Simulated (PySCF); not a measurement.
## Excitation energy of Ar⁺ by level of theory

Ar⁺ [Ne] 3s2 3p5 (2P) → Ar⁺ [Ne] 3s1 3p6 (2S), as a difference of total energies. Calculation: PySCF 2.14, in x2c-TZVPPall; scalar relativity by spin-free X2C-1e. Correlated levels: valence: [Ne] frozen; valence and next inner shell: 1s2 frozen. The calculations carry no spin-orbit coupling.

```csv
method,excitation energy (eV),error (eV)
UHF,18.784,+5.363
LDA,14.354,+0.933
PBE,14.654,+1.233
PBE0,15.691,+2.270
r2SCAN,15.580,+2.159
r2SCANh,15.865,+2.444
HSE06,15.693,+2.272
BLYP,14.593,+1.172
PBEsol,14.554,+1.133
ROHF,18.725,+5.304
MP2 (valence),15.947,+2.526
SCS-MP2 (valence),15.653,+2.232
MP2 (valence and next inner shell),15.783,+2.362
SCS-MP2 (valence and next inner shell),15.523,+2.102
```

Reference: 13.421 eV (measured; NIST levels, between the centres of gravity of the two terms).

Errors of the correlated levels include the incompleteness of this basis and the frozen core.
